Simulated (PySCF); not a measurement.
# `C(C)#C[P@@]1(=[Se])C[C@H]1C`, C₆H₉PSe

Geometry (Å), atoms numbered from 1 in this order:
```xyz
17

C     3.363    0.730    0.279
C     2.070    0.317   -0.203
C     0.961   -0.034   -0.525
P    -0.519   -0.517   -1.324
Se   -0.587   -0.718   -3.411
C    -1.447   -1.573   -0.160
C    -1.935   -0.115   -0.230
C    -1.790    0.740    1.001
H     3.264    1.253    1.230
H     3.824    1.397   -0.448
H     4.004   -0.141    0.416
H    -0.972   -1.876    0.764
H    -2.099   -2.328   -0.583
H    -2.875    0.018   -0.760
H    -0.787    0.649    1.414
H    -1.974    1.787    0.771
H    -2.508    0.423    1.758
```

Level of theory: TDDFT PBE0/def2-SVPD circular dichroism and optical rotation, one conformer, gas phase in PySCF. Geometry: GFN2-xTB.

The calculation is non-relativistic, which matters for the atoms heavier than Zn. States above about 5.9 eV (minus the energy of the highest occupied orbital) lie near or above the ionisation threshold and depend on the basis.

Task: Draw the ECD and absorption spectra from the lowest 12 states, each a Gaussian of half-width 0.2 eV at 1/e height.

Result: 
| E (eV) | λ (nm) | Δε (L mol⁻¹ cm⁻¹) | ε (L mol⁻¹ cm⁻¹) |
| --- | --- | --- | --- |
| 3.36 | 369 | 0.00 | 0.646 |
| 3.46 | 358 | -0.01 | 6.13 |
| 3.56 | 348 | -0.05 | 35.3 |
| 3.66 | 339 | -0.17 | 124 |
| 3.76 | 330 | -0.35 | 269 |
| 3.86 | 321 | -0.38 | 406 |
| 3.96 | 313 | -0.03 | 651 |
| 4.06 | 305 | +0.62 | 1500 |
| 4.16 | 298 | +0.68 | 3290 |
| 4.26 | 291 | -0.66 | 5290 |
| 4.36 | 284 | -2.12 | 5900 |
| 4.46 | 278 | -1.92 | 4420 |
| 4.56 | 272 | -0.80 | 2140 |
| 4.66 | 266 | -0.12 | 656 |
| 4.76 | 260 | +0.16 | 145 |
| 4.86 | 255 | +0.87 | 130 |
| 4.96 | 250 | +2.88 | 384 |
| 5.06 | 245 | +5.82 | 780 |
| 5.16 | 240 | +7.31 | 1020 |
| 5.26 | 236 | +6.42 | 1140 |
| 5.36 | 231 | +5.84 | 1880 |
| 5.46 | 227 | +6.59 | 3690 |
| 5.56 | 223 | +5.25 | 5550 |
| 5.66 | 219 | +0.82 | 6020 |
| 5.76 | 215 | -1.55 | 5460 |
| 5.86 | 211 | +0.57 | 4890 |

Δε uses R in velocity form, ε uses f in length form. Only the states computed contribute, so the short-wavelength end is incomplete.
